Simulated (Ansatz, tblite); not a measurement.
Removing and adding an electron: Zr₆O₂₀H₁₆. Total charge 0; singlet. Geometry: PBE-D4/def2-SVP. Ansatz, gas phase; energy differences of separate SCF runs; the oxidised species was run as a doublet alone; the reduced species was run as a doublet alone.

```xyz
42

Zr    2.3628   -1.8827   -0.2231
Zr    0.0977    0.0779    1.9637
Zr   -0.3763    2.7355   -0.0310
Zr   -0.5058   -3.2705    0.2740
Zr    1.0412    0.6927   -2.2518
Zr   -1.6990   -0.3209   -0.7627
O    -0.9295    0.5378    3.6222
O     0.9672   -1.2693    3.3039
O     0.2661    4.6034    0.3343
O     0.5868    2.1915    1.8242
O    -3.5786    0.0925   -1.1691
O    -1.7964    1.1718    0.8968
O     2.2319   -0.4240    1.3146
O    -1.0316   -1.4038    0.9946
O     1.2339   -2.9866    1.3894
O    -2.0815   -2.4654   -0.9843
O    -2.1750    3.6196   -0.2249
O     1.3235    2.6403   -1.4097
O     0.2431    0.5578   -0.2065
O    -1.1494    1.5864   -1.8802
O     4.0612   -2.8093   -0.1849
O     1.3985    1.2194   -4.0928
O     0.8080   -2.8692   -1.1395
O     2.4482   -0.5393   -1.6847
O    -1.1405   -5.0781    0.6400
O    -0.4217   -0.8485   -2.4461
H    -1.6877    1.1451    3.6415
H     0.4480   -1.3189    4.1295
H     1.1864    4.8182    0.5636
H     0.5285    2.7621    2.6104
H    -4.1181    0.8984   -1.2112
H    -2.6555    1.5157    1.2036
H     2.5971   -0.7227    2.1756
H     1.1842   -2.5165    2.2924
H    -2.4187   -2.8148   -1.8287
H    -2.0969    4.5868   -0.1166
H     1.6145    3.4238   -1.9071
H    -1.7890    2.0205   -2.4738
H     4.8979   -3.1060   -0.5689
H     1.5287    1.4605   -5.0187
H    -1.4043   -5.9731    0.8894
H     0.0000   -1.7382   -2.2472
```

In the def2 sets Zr takes a core potential; there is no spin–orbit coupling. The xTB rows come from tblite. Single mean-field runs in def2-SVP are fitted with def2-universal-jkfit. HOMO above LUMO, or a gap near zero within one spin, warns that the state may not be the lowest or that an electron is smeared out.

```tsv
level	−HOMO (eV)	vertical IE (eV)	−LUMO (eV)	vertical EA (eV)	HOMO–LUMO gap (eV)	IE − EA (eV)	remarks
GFN1-xTB	10.06	12.12	7.09	5.25	2.97	6.87	–
GFN2-xTB	9.20	11.55	5.77	3.95	3.42	7.61	–
PBE0-D4/def2-SVP	7.85	9.23	0.78	-0.39	7.07	9.62	HOMO above zero (-1 doublet)
```

Problem. Estimate the rows for PBE-D4/def2-SVP, r2SCANh-D4/def2-SVP.

Solution. 
```json
{"level": "PBE-D4/def2-SVP", "−HOMO (eV)": "6.19", "vertical IE (eV)": "–", "−LUMO (eV)": "1.62", "vertical EA (eV)": "-0.07", "HOMO–LUMO gap (eV)": "4.58", "IE − EA (eV)": "–", "remarks": "HOMO above zero (-1 doublet), gap within one spin near zero (-1 doublet)"}
{"level": "r2SCANh-D4/def2-SVP", "−HOMO (eV)": "7.20", "vertical IE (eV)": "8.88", "−LUMO (eV)": "1.16", "vertical EA (eV)": "-0.40", "HOMO–LUMO gap (eV)": "6.04", "IE − EA (eV)": "9.28", "remarks": "HOMO above zero (-1 doublet)"}
```

Run but left out: PBE-D4/def2-SVP (charge +1 doublet: an occupied level 0.05 eV above an empty one).   A HOMO above zero means that the electron is unbound at that level or that self-interaction error raises the level; the energy of removing that electron tells which. Raw xTB energy differences between charge states are shifted by several eV; the methods need an empirical correction for them. Sets without diffuse functions give affinities that are too small. A negative affinity means that the extra electron isn't bound; its size then hangs on the basis.
